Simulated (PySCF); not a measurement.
InBr2, SMILES [Br][In][Br], multiplicity 2. The structure is a stationary point at PBE0-D3(BJ)/def2-SVP. The multiplicity is an assumed one; other spin states were not compared. The isomer is the one that the SMILES or the coordinates give; other isomers of the formula were not compared. The def2 effective core potentials stand for the cores of In; spin–orbit coupling is left out.

Computed equilibrium geometry at PBE0-D3(BJ)/def2-SVP (PySCF confirms it by a frequency run) as Cartesian coordinates in Å, and its point group:
point group C2v.
```xyz
3

In     0.0000     0.0000     0.7416
Br     0.0000    -2.1910    -0.5191
Br     0.0000     2.1910    -0.5191
```
Charge 0, spin multiplicity 2.
